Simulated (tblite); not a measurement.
nitrogen atom (N), quartet; IPEA1-xTB run with tblite 0.6.0.

Input for tblite:
```
$ tblite run mol.xyz --method ipea1 --charge 0 --spin 3 --json tblite.json --no-restart

# file mol.xyz
1

N      0.00000000     0.00000000     0.00000000
```

Output, abridged:

```
xTB calculator
 | screened Coulomb repulsion
 | Coulomb electrostatics
 |  * isotropic Klopman-Ohno-Mataga-Nishimoto electrostatics
 |  * onsite third-order electrostatics
 | DFT-D3(BJ) dispersion correction

halogen bonding energy    0.0000000000000E+00 Eh
repulsion energy          0.0000000000000E+00 Eh
dispersion energy         0.0000000000000E+00 Eh
number of electrons       5.0000000000000E+00 e
integral cutoff           4.0000000000000E+01 bohr

------------------------------------------------------------
  cycle        total energy    energy error   density error
------------------------------------------------------------
      1     -3.357459086780  -3.3574591E+00   4.3340795E-25
      2     -3.357459086780   0.0000000E+00   2.6004477E-25
------------------------------------------------------------

electronic energy        -3.3574590867803E+00 Eh
total energy             -3.3574590867803E+00 Eh

Post processing:
 | Mayer-Wiberg bond orders

[Info] JSON dump of results written to 'tblite.json'
```
